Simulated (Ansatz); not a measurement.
Ansatz (an electronic-structure program) input:
A basis named .json is the Basis Set Exchange file of that set.

Ansatz 0.2 input:
```yaml
crystal:
  periodic: [false, false, false]
  atoms:
    - {symbol: Si, position_ang: [0.12804102, -0.03407509, -0.01577018]}
    - {symbol: C, position_ang: [1.57228033, -1.01353106, 0.10141582]}
    - {symbol: C, position_ang: [-1.31962929, -0.92453588, -0.86755855]}
    - {symbol: O, position_ang: [-0.51740217, 0.48993170, 1.49322793]}
    - {symbol: O, position_ang: [0.21846685, 1.50216904, -0.75033056]}
    - {symbol: H, position_ang: [2.55945641, -0.59993086, 0.29166372]}
    - {symbol: H, position_ang: [1.58071607, -2.02643394, -0.29290112]}
    - {symbol: H, position_ang: [-1.17693713, -0.96333091, -1.95062345]}
    - {symbol: H, position_ang: [-2.26469899, -0.41032040, -0.66631905]}
    - {symbol: H, position_ang: [-1.40964636, -1.95099453, -0.50008118]}
    - {symbol: H, position_ang: [-0.04310509, -0.03412864, 2.14733807]}
    - {symbol: H, position_ang: [-0.16278310, 2.15378619, -0.15461706]}
basis:
  gaussian:
    orbitals: aug-cc-pV_D+d_Z.json
total_charge: -1
magnetization: {spin_polarized: false}
correlation: {method: ccsd_t, electrons: outside_noble_gas}
output: {forces: true}
```

Problem. What final total energy does it print?

Solution. -519.48481 Eh (CCSD(T)/aug-cc-pV(D+d)Z). The basis has 187 functions. The run takes around 21 core-minutes (rough).

It need not be the lowest isomer of its formula. Whether it binds its extra electron was not tested at this geometry.
